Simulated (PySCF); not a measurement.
AlHFCl, SMILES [F][AlH][Cl]. The structure is a stationary point at PBE-D3(BJ)/def2-TZVP.

Computed with PBE-D3(BJ)/def2-TZVP (PySCF).

Harmonic wavenumbers (cm⁻¹): 201, 451, 511, 631, 828, 1966. Rotational constants (GHz): 25.93, 3.596, 3.158; symmetry number 1.

**Question.** Work out the zero-point energy and the ideal-gas rigid-rotor harmonic-oscillator thermochemistry at 298.15 K and 1 atm.

**Answer.** ZPE = ½ Σ hcν = ½ × 4589 cm⁻¹ = 27.45 kJ/mol. H − E(el) = 40.65 kJ/mol. Entropy in J/(mol K): translation 163.77, rotation 102.53, vibration 17.28, total 283.58. G − E(el) = -43.90 kJ/mol. Cp = 58.40 J/(mol K).
